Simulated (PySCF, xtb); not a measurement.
Si(F)(I)2(OH) (FHI2OSi), SMILES O[Si](F)(I)I. One conformer was computed; it need not be the lowest.

Harmonic wavenumbers (cm⁻¹) from GFN2-xTB run with xtb 6.7.1 at its own minimum, in rising order: 72, 144, 172, 189, 194, 246, 365, 506, 744, 852, 983, 3648.

Q: What does PBE0-D3(BJ)/def2-SVP (PySCF) give at its own minimum? (The exact figures need the calculation; the answer reports its results.)

A: 81, 140, 198, 203, 219, 239, 376, 465, 781, 884, 982, 3905. Paired by order, the mean absolute difference is 39 cm⁻¹ and the zero-point energies are 11.6 and 12.1 kcal/mol.
